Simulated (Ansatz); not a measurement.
Ti(OMe)(H)3 (CH₆OTi), SMILES C[O][TiH3], multiplicity 1.

Coordinates come from a PBE-D3(BJ)/def2-SVP optimisation. The spin state was assumed, not searched.

Two levels are set side by side: PBE/def2-SVPD (Ansatz, a program for electronic structure) and PBE0/def2-SVPD (Ansatz). Energy differences of separate SCF runs at the same geometry; the states with an electron removed or added have multiplicity 2 and 2. Differences are taken from unrounded values.

| quantity | PBE0 |
|---|---|
| vertical ionisation energy (eV) | 10.27 |
| vertical electron affinity (eV) | 0.72 |
| vertical singlet–triplet gap (eV) | 3.04 |

Task: What does PBE give, and how far is it from PBE0? (The exact figures need the calculation; the answer reports its results.)

Result: 
```json
[
 {"quantity": "vertical ionisation energy (eV)", "PBE": "9.85", "PBE minus PBE0": "-0.42"},
 {"quantity": "vertical electron affinity (eV)", "PBE": "0.38", "PBE minus PBE0": "-0.34"},
 {"quantity": "vertical singlet–triplet gap (eV)", "PBE": "3.12", "PBE minus PBE0": "0.08"}
]
```
